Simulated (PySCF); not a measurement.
Gas-phase reaction: InCl + InCl3 + 2 H → 2 InHCl2

Method: PySCF energies (xtb for GFN2) plus ideal-gas RRHO corrections (1 bar). † marks an energy on the PBE0/def2-TZVP geometry and frequencies; other levels use their own. CCSD(T) freezes the core. Open shells (unrestricted): H (multiplicity 2); the rest are closed-shell singlets. GFN2 has no spin-polarisation term. In: scalar-relativistic def2 core potential, no spin-orbit coupling. InHCl2: computed as isolated molecules; such fragments, hydroxides, amides, oligomers or adducts are transient or little studied in the gas. CCSD(T) isn't extrapolated to the basis-set limit.

ωB97M-V/def2-TZVP† gives ΔH°(298 K) = -394 kJ.

Question: What do GFN2-xTB, CCSD(T)/def2-SVP†, PBE0/def2-SVP† give?

Answer: GFN2-xTB: -410 kJ; CCSD(T)/def2-SVP†: -367 kJ; PBE0/def2-SVP†: -366 kJ. For scale, ΔH°(298 K) is -394 kJ at this level, -398 kJ at ωB97X-V/def2-TZVP†, and runs from -433 to -287 kJ over the 18 levels computed.
